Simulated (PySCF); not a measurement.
**A ladder of Hamiltonians for Br²⁵⁺ (bromine, charge +25)**

Occupied: 1s1/2, 2s1/2, 2p1/2, 2p3/2. Hartree-Fock calculated with PySCF 2.14 in an even-tempered Gaussian basis (17 s from 2.5 bohr⁻², ratio 2.7; 12 p from 3 bohr⁻², ratio 2.7), Gaussian nucleus throughout. NR is non-relativistic, sf-X2C the spin-free one-electron X2C Hamiltonian, X2C adds the bare one-electron spin-orbit term, X2C-SNSO screens it by Boettger's factors, DC is four-component Dirac-Coulomb, and the Gaunt and Breit terms are added at first order (total energies over the DC spinors, levels after relaxing the spinors in that mean field). QED terms are absent. Levels marked empty are virtual spinors of this ion.

| level (eV) | NR | sf-X2C | X2C | X2C-SNSO |
| --- | --- | --- | --- | --- |
| 1s1/2 | -14532.6 | -14762.7 | -14762.3 | -14762.4 |
| 2s1/2 | -2898.1 | -2956.9 | -2956.8 | -2956.8 |
| 2p1/2 | -2730.4 | -2748.2 | -2784.3 | -2782.2 |
| 2p3/2 | -2730.4 | -2748.2 | -2731.0 | -2732.0 |
| 3s1/2 (empty) | -1101.1 | -1117.7 | -1117.7 | -1117.7 |
| 3p1/2 (empty) | -1049.4 | -1056.1 | -1064.4 | -1063.9 |
| 3p3/2 (empty) | -1049.4 | -1056.1 | -1052.1 | -1052.3 |

Question: Where do the four-component calculations put these levels?

Answer: 1s1/2: DC -14770.5, DC+Gaunt -14749.7, DC+Breit -14751.0; 2s1/2: DC -2957.7, DC+Gaunt -2955.9, DC+Breit -2956.0; 2p1/2: DC -2782.4, DC+Gaunt -2779.1, DC+Breit -2779.5; 2p3/2: DC -2732.6, DC+Gaunt -2730.2, DC+Breit -2730.6; 3s1/2 (empty): DC -1117.9, DC+Gaunt -1117.4, DC+Breit -1117.5; 3p1/2 (empty): DC -1064.0, DC+Gaunt -1063.2, DC+Breit -1063.3; 3p3/2 (empty): DC -1052.4, DC+Gaunt -1051.9, DC+Breit -1052.0 (eV).

```tsv
Hamiltonian	E (hartree)	E − E(DC) (hartree)	CPU seconds
NR	-2158.5982	30.7219	0.34
sf-X2C	-2188.7692	0.5510	0.19
X2C	-2188.9132	0.4069	0.24
X2C-SNSO	-2188.8970	0.4232	0.24
DC	-2189.3201	0.0000	11
DC+Gaunt	-2188.0631	1.2570	19
DC+Breit	-2188.1705	1.1497	56
```

Weight of the small component: 1s1/2 0.0161, 2s1/2 0.00332, 2p1/2 0.00328, 2p3/2 0.00321, 3s1/2 0.00118, 3p1/2 0.00114, 3p3/2 0.00113.

Koopmans' value for the highest occupied level at DC+Breit: 2730.6 eV, against an ionisation energy of 2731.4 ± 1.5 eV (semi-empirical (NIST evaluation); NIST Atomic Spectra Database, ionization energies); the former lacks relaxation, correlation, QED and recoil.

The whole ladder took 89 s of wall time on 1 thread of Neoverse-N1 (shared host), launched as `OMP_NUM_THREADS=1 python relrun2.py TASK.json OUT` (a driver that calls PySCF for each Hamiltonian).

Dirac-Coulomb iterations, started from the X2C spinors:

```
with_ssss True, with_gaunt False, with_breit False
light speed = 137.03599967994
init E= -2186.58928526482
cycle= 1 E= -2189.32007637236  delta_E= -2.73  |g|= 0.36  |ddm|= 0.033
cycle= 2 E= -2189.3201460514  delta_E= -6.97e-05  |g|= 0.00602  |ddm|= 0.00196
cycle= 3 E= -2189.3201462659  delta_E= -2.15e-07  |g|= 0.000359  |ddm|= 0.000151
cycle= 4 E= -2189.3201462667  delta_E= -7.96e-10  |g|= 1.67e-06  |ddm|= 7.87e-06
```
